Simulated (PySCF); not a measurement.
Working with the constants of AsBr⁺

r²SCAN constants of AsBr⁺, ²Π (doublet), unpaired electrons π ↑ (basis As def2-TZVPPD, Br def2-TZVPPD; no relativity; PySCF 2.14; masses 74.9216 and 78.9183 u):

```
ωe              : 384.4 cm⁻¹
ωexe            : 0.901 cm⁻¹
Be              : 0.09184 cm⁻¹
αe              : 0.000294 cm⁻¹
D (centrifugal) : 2.1e-08 cm⁻¹
De to As⁺ + Br  : 4.13 eV
```

**Question.** Give the vibrational terms G(v) and spacings up to v = 6.

**Answer.** G(v) = ωe(v+½) − ωexe(v+½)².

```tsv
v	G(v) (cm⁻¹)	G(v) − G(v−1)	Bv (cm⁻¹)
0	192.0		0.09169
1	574.6	382.6	0.09140
2	955.4	380.8	0.09111
3	1334.4	379.0	0.09081
4	1711.6	377.2	0.09052
5	2086.9	375.4	0.09022
6	2460.5	373.6	0.08993
```

**Question.** How well does the Morse estimate ωe²/(4ωexe) reproduce De, and what is D0?

**Answer.** It gives 5.08 eV, 123 % of the computed De. D0 = De − G(0) = 4.13 − 0.02 = 4.11 eV.

Spin–orbit coupling is left out. For an ion De counts to the pair picked by the measured ionisation energies or electron affinities, which need not be the lowest pair at this level. The state is the lowest determinant that a PBE0 search found; another state may lie lower at other levels.
